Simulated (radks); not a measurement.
The tin anion Sn4-, [Xe], held by a Watson sphere: a shell of charge +4.23 at radius R that stands for the Madelung well of a crystal (potential energy -4.23/R inside, -4.23/r outside, in hartree with lengths in bohr). All-electron calculation, scalar-relativistic Kohn-Sham, PBEsol, spin-polarised, spherical densities, finite nucleus; Fermi nuclear charge, rms radius of each element as measured or else 0.836 A^(1/3) + 0.57 fm. Program: a radial shooting solver on a logarithmic mesh with Libxc functionals. Response by self-consistent Sternheimer equations with the Hartree and adiabatic LDA kernel, the relativistic mass of each level held fixed and spin-orbit coupling left out. The sphere does not respond.

R (bohr) = 2.76: e(4d) (eV) -27.334; e(5s) (eV) -15.017; e(5p) (eV) -8.249; <r> 5p (bohr) 2.942; sum of <r^2> (bohr^2) 96.23; X-ray form factor at sin(theta)/lambda = 0.3 1/angstrom 34.473; alpha (bohr^3) 55.47
R (bohr) = 3.77: e(4d) (eV) -24.990; e(5s) (eV) -11.920; e(5p) (eV) -6.366; <r> 5p (bohr) 3.490; sum of <r^2> (bohr^2) 123.1; X-ray form factor at sin(theta)/lambda = 0.3 1/angstrom 34.714; alpha (bohr^3) 112.9
R (bohr) = 4.1: e(4d) (eV) -24.648; e(5s) (eV) -11.218; e(5p) (eV) -5.852; <r> 5p (bohr) 3.673; sum of <r^2> (bohr^2) 132.8; X-ray form factor at sin(theta)/lambda = 0.3 1/angstrom 34.746; alpha (bohr^3) 141.8
R (bohr) = 4.72: e(4d) (eV) -24.234; e(5s) (eV) -10.221; e(5p) (eV) -5.038; <r> 5p (bohr) 4.024; sum of <r^2> (bohr^2) 152.7; X-ray form factor at sin(theta)/lambda = 0.3 1/angstrom 34.766; alpha (bohr^3) 214.5
R (bohr) = 4.75: e(4d) (eV) -24.220; e(5s) (eV) -10.182; e(5p) (eV) -5.004; <r> 5p (bohr) 4.041; sum of <r^2> (bohr^2) 153.7; X-ray form factor at sin(theta)/lambda = 0.3 1/angstrom 34.767; alpha (bohr^3) 218.8
R (bohr) = 4.93: e(4d) (eV) -24.138; e(5s) (eV) -9.963; e(5p) (eV) -4.804; <r> 5p (bohr) 4.145; sum of <r^2> (bohr^2) 159.8; X-ray form factor at sin(theta)/lambda = 0.3 1/angstrom 34.767; alpha (bohr^3) 245.6
R (bohr) = 5.45: e(4d) (eV) -23.962; e(5s) (eV) -9.466; e(5p) (eV) -4.305; <r> 5p (bohr) 4.446; sum of <r^2> (bohr^2) 178.7; X-ray form factor at sin(theta)/lambda = 0.3 1/angstrom 34.768; alpha (bohr^3) 338.4
R (bohr) = 5.72: e(4d) (eV) -23.898; e(5s) (eV) -9.274; e(5p) (eV) -4.084; <r> 5p (bohr) 4.603; sum of <r^2> (bohr^2) 189.1; X-ray form factor at sin(theta)/lambda = 0.3 1/angstrom 34.769; alpha (bohr^3) 396.1
